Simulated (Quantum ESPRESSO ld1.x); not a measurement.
Problem. Valence configurations of the molybdenum ion Mo2+ (all share [Kr]). Method: scalar-relativistic Kohn-Sham, LDA (Slater exchange, Perdew-Wang correlation), spin-polarised, spherical densities, point nucleus; open shells are filled with parallel spins first; computed with ld1.x of Quantum ESPRESSO 7.5. Order these by energy: 4d2.5 5s1 5p0.5; 4d2 5p2; 4d4; 4d3.5 5s0.5; 4d3 5s1; 4d2 5s2; 4d1 5s1 5p2; 4d3.5 5p0.5; 4d0.5 5s1 5p2.5; 4d3 5p1.

Solution. From the lowest, in eV above it: 4d4 0.000; 4d3.5 5s0.5 1.858; 4d3 5s1 4.018; 4d3.5 5p0.5 4.588; 4d2.5 5s1 5p0.5 9.392; 4d3 5p1 9.629; 4d2 5s2 10.827; 4d2 5p2 21.281; 4d1 5s1 5p2 28.798; 4d0.5 5s1 5p2.5 36.427. NIST lists [Kr] 4d4 as the ground configuration; this level of theory agrees among the configurations tried. The energies are those of spherical high-spin densities, not of single terms.
